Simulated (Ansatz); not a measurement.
Reaction (cleavage of the Si–Si bond): `O[SiH2][SiH]([SiH3])Cl` + H₂S → `O[SiH2][SiH](S)Cl` + SiH₄

Computed with Ansatz on PBE0-D4/def2-TZVP structures; ΔE is electronic, products minus reactants. CCSD(T)/CBS adds triple-zeta CCSD(T) − MP2 to the extrapolated MP2 energy (def2 sets, frozen cores). This one scheme is used for every species. DFT in def2-TZVPP. B3LYP here is the variant with VWN-RPA as its local correlation; programs differ in this. One conformer a species, not always the lowest.

```json
{"level": "PBE-D4", "ΔE (kJ/mol)": "-53.0", "difference from CCSD(T)/CBS": "7.3"}
{"level": "ωB97X-V", "ΔE (kJ/mol)": "-59.5", "difference from CCSD(T)/CBS": "0.8"}
{"level": "PBE", "ΔE (kJ/mol)": "-52.5", "difference from CCSD(T)/CBS": "7.8"}
{"level": "PBE0", "ΔE (kJ/mol)": "-54.6", "difference from CCSD(T)/CBS": "5.7"}
{"level": "B3LYP", "ΔE (kJ/mol)": "-59.5", "difference from CCSD(T)/CBS": "0.8"}
{"level": "HF/def2-TZVPP", "ΔE (kJ/mol)": "-66.1", "difference from CCSD(T)/CBS": "-5.8"}
{"level": "MP2/def2-TZVPP", "ΔE (kJ/mol)": "-69.1", "difference from CCSD(T)/CBS": "-8.8"}
{"level": "CCSD/def2-TZVPP", "ΔE (kJ/mol)": "-58.8", "difference from CCSD(T)/CBS": "1.5"}
{"level": "CCSD(T)/def2-TZVPP", "ΔE (kJ/mol)": "-59.3", "difference from CCSD(T)/CBS": "1.0"}
{"level": "SCS-MP2/def2-QZVPP", "ΔE (kJ/mol)": "-68.1", "difference from CCSD(T)/CBS": "-7.8"}
{"level": "CCSD(T)/CBS", "ΔE (kJ/mol)": "-60.3", "difference from CCSD(T)/CBS": "0"}
```

Largest T1 diagnostic among the species: 0.012.
